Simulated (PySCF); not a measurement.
## A failing input for NaCd

```python
from pyscf import gto, dft, tdscf

mol = gto.M(
    atom='Na 0 0 0; Cd 0 0 3.124',
    basis='crenbl',
    ecp={'Na': 'crenbl', 'Cd': 'crenbl'},
    charge=0,
    spin=1,
    verbose=3,
)
mf = dft.UKS(mol, xc='o3lyp')
mf.level_shift = -0.2
mf.kernel()
td = tdscf.TDA(mf)
td.nstates = 6
td.kernel()
td.analyze(verbose=3)
mf.dip_moment()
print('orbital energies (hartree):', [e[max(0, n-3):n+3].round(4) for e, n in zip(mf.mo_energy, mol.nelec)])
```

```bash
$ OMP_NUM_THREADS=1 python input.py
```

The log, shortened:

```
SCF not converged.
SCF energy = -214.748006807063 after 50 cycles  <S^2> = 1.2946252  2S+1 = 2.485659

WARN: Ground state SCF is not converged

Excitation energies (eV)
[1.92561146 2.76124964 2.91767303 3.20023651 3.37790535 3.83179851]

** Excitation energies and oscillator strengths **
Excited State   1:      1.92561 eV    643.87 nm  f=0.0050
Excited State   2:      2.76125 eV    449.01 nm  f=0.0031
Excited State   3:      2.91767 eV    424.94 nm  f=0.0050
Excited State   4:      3.20024 eV    387.42 nm  f=0.2091
Excited State   5:      3.37791 eV    367.04 nm  f=0.2166
Excited State   6:      3.83180 eV    323.57 nm  f=0.0234
Dipole moment(X, Y, Z, Debye): -0.00000,  0.00000, -1.19985
orbital energies (hartree): [array([-0.4973, -0.3432, -0.2673, -0.2456, -0.1425, -0.1398]), array([-0.4954, -0.4948, -0.3642, -0.2467, -0.2361, -0.2324])]
```

Which setting is at fault, why, and what does a mended input give?

The level shift (hartree) (-0.2): a negative shift narrows the gap and lets the occupation swap. With this edit
```diff
- mf.level_shift = -0.2
```
the run finishes: E(SCF) = -214.895223 Eh, ⟨S²⟩ = 0.752, μz(SCF) = -0.69 D, first excitations without spin–orbit coupling 1.50, 1.50, 1.98, 3.45, 3.93 eV.

The bond length is a typed value, not an optimised one. No search for the lowest solution was made.
